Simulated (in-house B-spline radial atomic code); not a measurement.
# RPA and G0W0 on Hartree-Fock: Tc II (Tc+)

Configuration [Kr] 4d5 5s1, highest spin, mean-field start Hartree-Fock. Computed with a B-spline radial code for spherical atoms: all electrons, scalar-relativistic (spin-free one-electron X2C), finite nucleus, each spin shell either full or empty, empty states to l = 9 with an (l + 1/2)⁻⁴ tail; G0W0 by contour deformation at full frequency.

RPA overbinds a lone outer s electron by self-correlation, and G0W0 tends to as well.

Command:
```bash
python run_gw.py task.json out
```
Settings (radii: box in bohr, nucleus in fm):
```
Z                        43
electrons                42
configuration            [Kr] 4d5 5s1
hamiltonian              x2c
method                   hf
lmax                     9
rms_radius               4.41117
spin_polarised           True
box_radius               23.78
intervals                70
ion_configuration        [Kr] 4d5
```

Run time, properties included: 11 s on 1 thread of Arm Neoverse V1 (shared host).

Energies (hartree):

```
                                     term        value
                         mean-field total  -4282.89842
Hartree-Fock functional on these orbitals  -4282.89842
                      direct second order       -3.195
                    second-order exchange      0.93895
                         SOSEX correction      0.88302
```

Q: What is the RPA correlation energy, and what remains with SOSEX?

A: RPA gives -2.873 hartree (-1.86 eV per electron); RPA + SOSEX gives -1.99, and the second-order doubles (MP2) -2.2561 hartree. RPA lacks exchange-type terms and so overcorrelates at short range.

Quasi-particle levels (eV):

```json
{"level": "5s up", "occupied": "yes", "mean field": "-14.448", "Σx - vxc": "0.00", "Σc": "?", "QP weight": "?", "G0W0": "?"}
{"level": "4d up", "occupied": "yes", "mean field": "-21.457", "Σx - vxc": "0.00", "Σc": "-0.06", "QP weight": "0.940", "G0W0": "-21.515"}
{"level": "4p down", "occupied": "yes", "mean field": "-58.66", "Σx - vxc": "0.00", "Σc": "0.61", "QP weight": "0.922", "G0W0": "-58.05"}
{"level": "5s down", "occupied": "no", "mean field": "-5.428", "Σx - vxc": "0.00", "Σc": "-1.23", "QP weight": "0.968", "G0W0": "-6.655"}
```

G0W0 = mean field + (Σx - vxc) + Σc, with Σc (partial-wave tail included) taken at the quasi-particle energy. Only the outer levels were computed. Levels of low weight are left out.

Q: Where does G0W0 put 5s up?

A: At -15.575 eV, with Σc = -1.13 eV and a quasi-particle weight of 0.967. The tabulated removal energy is 15.260 eV (NIST, semi-empirical); the calculation leaves out spin-orbit coupling, Breit and QED terms, and what these don't explain is the method's own error.

Q: What does it cost to remove one electron (to [Kr] 4d5) by differences of total energies, each species on its own start (correlation terms add to the Hartree-Fock functional)?

A: Hartree-Fock functional 14.246 eV, + RPA 15.386 eV, + RPA + SOSEX 14.883 eV, + second order 15.298 eV. Tabulated: 15.260 eV (NIST, semi-empirical); the calculation leaves out spin-orbit coupling, Breit and QED terms, and what these don't explain is the method's own error.
